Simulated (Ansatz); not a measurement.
```yaml
crystal:
  periodic: [false, false, false]
  atoms:
    - {symbol: Au, position_ang: [1.163024, -1.114669, -0.048127]}
    - {symbol: Au, position_ang: [0.328477, 1.479486, 0.169231]}
    - {symbol: Cl, position_ang: [-1.417037, -0.215077, -0.024825]}
basis:
  gaussian: {orbitals: def2-SVPD}
total_charge: 1
hamiltonian: {xc: {name: r2SCANh}}
scf: {lower_state_search: off}
output: {forces: true}
```

```sh
$ ansatz run in.yaml --threads 2 --pin off --events-out ev --progress --plain --max-ram 4352MiB
```

Output, abridged:

```
Functional definition: r2SCANh
899 factors; integrals over basis functions are off by at most 2.3e-4 eV
mean field evaluation 1: about -19894.2814 eV, gradient 4.7e1 eV
mean field evaluation 2: about -19890.6862 eV, gradient 6.5e1 eV
mean field evaluation 4: about -19898.7105 eV, gradient 3.5e0 eV
mean field evaluation 8: about -19898.7814 eV, gradient 1.5e-1 eV
mean field evaluation 16: about -19898.7815 eV, gradient 4.0e-5 eV
mean field -19898.78149845 eV, -731.2667321894 hartree, gradient 6.8e-6 eV, S^2 0.000000; 0 other end points of the search recorded, 0 dependent functions left out
reference -19898.78151416 eV, -731.2667327670 hartree; 27, 27 occupied and 70, 70 virtual orbitals, 899 factors
Total energy: -19898.78151416 eV, -731.2667327670 hartree
Atom 0 at     1.163024    -1.114669    -0.048127 Å, force    -0.959584     0.224365    -0.001374 eV/Å
Atom 1 at     0.328477     1.479486     0.169231 Å, force    -0.803758    -0.617387    -0.074516 eV/Å
Atom 2 at    -1.417037    -0.215077    -0.024825 Å, force     1.763342     0.393023     0.075890 eV/Å
Dipole moment:     0.448862     0.066763     0.016286 e Å
Checks for a lower state left out: stability, starts, cluster_reference, orbital_swaps, neighbouring_geometries, increment
```

Hardware: 2 threads of Arm Neoverse V2 on a shared host. Wall time 3.1 s.

In the def2 sets Au takes a core potential; there is no spin–orbit coupling.

The dipole of an ion depends on the origin.
